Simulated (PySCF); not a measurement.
# Spectroscopy problems

Method: coordinates at the PBE0-D3(BJ)/def2-SVP level, B3LYP/pcJ-1 coupling constants (spin–dipole term left out of most H,H and C,H couplings), shielding tensors at PBE0/pcSseg-1 (GIAO), in PySCF 2.14 (equivalent nuclei averaged, no solvent, one computed conformer, no relativistic terms).

δ = σ(ref) − σ, references computed at the same level: $^{1}$H (σ = 31.27 ppm) and $^{13}$C (σ = 184.41 ppm) against TMS. Multiplet labels drop J under 1 Hz and among equivalent protons, and merge close values. Unscaled 3J(H,H) run several per cent high. Splittings of carbon signals by F and P are missing where no couplings were computed. Where no couplings were computed, multiplicities follow the n + 1 count of equivalent neighbours, and m marks all less simple cases (inequivalent or close neighbours, rings, F or P nearby). Shifts are as computed. Against solution values, carbons near 30 ppm lie about +2 ppm off and those near 130 ppm about +5 ppm. Of 1211 compounds with measured shifts, 218 miss one by over three times the rms of a fit or turn the order of signals round; such compounds aren't used in these exercises.

(1) C6H9N. $^{1}$H NMR (500 MHz, computed): δ 8.21 (qd, J = 3.0, 1.4 Hz, 1H), 6.47 (dd, J = 19.1, 12.0 Hz, 1H), 5.54 (dd, J = 19.1, 1.0 Hz, 1H), 5.52 (dd, J = 2.1, 1.1 Hz, 1H), 5.50 (dt, J = 12.0, 1.4 Hz, 1H), 5.10 (qd, J = 1.7, 1.0 Hz, 1H), 3.52 (d, J = 3.0 Hz, 3H). $^{13}$C{$^{1}$H} NMR (computed): δ 166.2 (CH), 147.1 (C), 145.0 (CH), 127.2 (CH2), 125.5 (CH2), 43.1 (CH3). Give a structure.

(2) C7H10F2. $^{1}$H NMR (400 MHz, computed): δ 7.35 (m, 1H), 5.97 (m, 1H), 5.66 (m, 1H), 5.10 (m, 2H), 2.19 (m, 2H), 0.94 (t, 3H). $^{13}$C{$^{1}$H} NMR (computed): δ 161.5 (CH), 143.5 (CH), 136.6 (C), 121.0 (CH), 78.5 (CH2), 25.4 (CH2), 16.5 (CH3). Give a structure.

Answers

(1) `C=CC(=C)/C=N\C`. The formula gives 3 degrees of unsaturation (no ring in the answer). 6 carbon signals for 6 carbons: no two carbons are equivalent. Carbon types of the structure: 1 × C, 2 × CH, 2 × CH2, 1 × CH3, which accounts for all hydrogens. δC 166.2: C=N carbon. δC 147.1: fully substituted alkene carbon; the olefinic region. δC 145.0: alkene CH; an sp2 carbon of a C=C bond. δC 127.2, 125.5: terminal =CH2 carbon; the olefinic region. The protons at 5.54 and 6.47 share a coupling of 19.1 Hz (vicinal, trans across C=C). The protons at 5.50 and 6.47 share a coupling of 12.0 Hz (vicinal, cis across C=C).

This is the structure that produced the data.

(2) SMILES CC/C=C(/C=C/F)CF. Rings plus π bonds: 2 (no ring in the answer). 7 carbon signals for 7 carbons: no two carbons are equivalent. Carbon types of the structure: 1 × C, 3 × CH, 2 × CH2, 1 × CH3, which accounts for all hydrogens. δC 161.5, 143.5, 121.0: alkene CH; the olefinic region. δC 136.6: fully substituted alkene carbon; an sp2 carbon of a C=C bond. δC 78.5: allylic sp3 CH2 bonded to F; pulled downfield by the heteroatom. δH 7.35, 5.97, 5.66: hydrogen on an alkene CH; attached to an sp2 carbon and in the plane of the double bond.

The shifts were computed for this structure.
